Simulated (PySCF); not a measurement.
Computed properties of BGeH5O2S, SMILES [S]([GeH3])B(O)O

BGeH₅O₂S, SMILES OB(O)[S][GeH3]. Geometry: PBE0-D3(BJ)/def2-SVP. This is a generated structure with no PubChem entry under its InChIKey; it may be hypothetical. Other conformers were not sampled. All values are computed for the isolated molecule unless a solvent is named; none is compared with measurement here.

**Structure.** All 24 harmonic modes at PBE0-D3(BJ)/def2-SVP (PySCF) are real, so it is a minimum. With heavy atoms numbered as in [GeH3:1][S:2][B:3]([OH:4])[OH:5], the shortest bond between them is B3–O4 at 1.354 Å and the longest Ge1–S2 at 2.224 Å.

**Vibrations.** The strongest infrared lines (harmonic, unscaled, degenerate partners summed) lie at 1266 cm⁻¹ (600 km/mol, B 55 %, O 33 %, H 11 %), 846 cm⁻¹ (248 km/mol, H 97 %), 994 cm⁻¹ (248 km/mol, H 79 %, O 20 %). The softest mode is at 47 cm⁻¹ and the zero-point energy is 37.9 kcal/mol.

**Electronic structure.** M06-2X/def2-TZVP (PySCF) places the frontier levels at -8.77 and 0.47 eV, a gap of 9.24 eV, and gives a dipole moment of 2.36 D and a mean polarisability of 70.5 bohr³. PBE/def2-TZVP (PySCF) at the same geometry gives -6.33 and -1.27 eV, so its gap is 4.18 eV narrower. An orbital gap is neither the optical nor the fundamental gap.

**Excitations.** TDA-PBE0/def2-SVPD (PySCF) has S1 at 5.61 eV (221 nm, f = 0.016, weak); the most intense of the 10 singlets computed lies at 7.09 eV (f = 0.04). T1 (TDA) is at 5.17 eV, 0.44 eV under S1. TDA-PBE/def2-SVPD (PySCF) puts S1 at 5.10 eV. No vertical singlet excitation falls in the visible range (under 3.1 eV).

**NMR.** GIAO shifts at B3LYP/pcSseg-1 (PySCF) (non-relativistic, atoms alike by connectivity averaged): ¹H from 4.3 to 4.9 ppm against TMS; ¹¹B at 17.1 ppm against BF3.
